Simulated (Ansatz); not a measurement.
A nudged elastic band was laid between two geometries of AlClH$_{5}$NOSi (10 atoms, charge 0, multiplicity 1).

Level of theory: Ansatz 0.2.0, RKS B3LYP/def2-SVP.

| Item | Value |
| --- | --- |
| movable images | 9 |
| climbing image | yes |
| spring | 5.0 eV/Å² |
| optimiser | quadratic models (default) |
| start path | through a guess of the saddle point |
| force threshold | 0.05 eV/Å |
| iteration limit | 60 |
| end points | relaxed |

First end point:

```xyz
10
Properties=species:S:1:pos:R:3
N -1.489 -1.040 -0.554
Al 0.044 -0.650 0.246
O 0.948 -1.755 1.180
Si 0.928 1.614 0.003
Cl -0.443 2.656 -1.223
H -1.988 -1.924 -0.552
H -2.000 -0.355 -1.105
H 0.777 -2.676 1.392
H 1.043 2.382 1.280
H 2.262 1.697 -0.664
```

Last end point:

```xyz
10
Properties=species:S:1:pos:R:3
N -1.482 -1.041 -0.561
Al 0.045 -0.648 0.249
O 0.939 -1.754 1.190
Si 0.929 1.614 0.003
Cl -0.461 2.659 -1.200
H -1.993 -0.358 -1.115
H -1.978 -1.927 -0.561
H 0.765 -2.673 1.405
H 1.066 2.379 1.279
H 2.253 1.698 -0.686
```

**Question.** What changes between the two ends?

**Answer.** No bond is made or broken. The dihedral H6–N1–Al2–Si4 goes from -180 to 0°. The two ends are copies of one structure, up to a mirror image or an exchange of like atoms.

**Question.** What energy profile does the band end with?

**Answer.** It converged. The highest image is number 5 of 0 to 10, 0.36 eV above the ends, which have the same energy within 2 meV. The profile has 3 maxima (images 1, 5, 9) with wells between them (images 2, 8): this band takes more than one step, which may be the mechanism or a detour left from its start path. A vibrational analysis at the climbing image gives one clearly imaginary mode, 377i cm⁻¹, and a faint second one (19i cm⁻¹) that may be numerical noise or a soft torsion: probably a first-order saddle point.

| image | path coordinate (Å) | energy (eV) | dihedral H6–N1–Al2–Si4 (°) |
| --- | --- | --- | --- |
| 0 | 0.00 | 0.00 | -180 |
| 1 | 0.67 | 0.07 | 178 |
| 2 | 1.34 | 0.01 | 179 |
| 3 | 2.01 | 0.07 | -157 |
| 4 | 2.68 | 0.25 | -125 |
| 5 | 3.35 | 0.36 | -93 |
| 6 | 4.18 | 0.20 | -52 |
| 7 | 5.00 | 0.02 | -9 |
| 8 | 5.83 | 0.02 | 5 |
| 9 | 6.65 | 0.02 | 4 |
| 10 | 7.48 | 0.00 | 0 |

**Question.** What is the geometry of the highest image?

**Answer.** 
```xyz
10
Properties=species:S:1:pos:R:3
N -1.661 -1.100 -0.692
Al -0.128 -0.703 0.122
O 0.695 -1.929 0.984
Si 0.910 1.529 0.091
Cl -0.310 2.880 -0.964
H -2.579 -1.064 -0.260
H -1.745 -1.468 -1.635
H 1.524 -1.839 1.463
H 1.122 2.101 1.458
H 2.255 1.544 -0.566
```

Run time: 7.6 min on 2 threads of AMD EPYC 9R14 (Zen 4), on a shared host, peak memory 0.28 GiB.
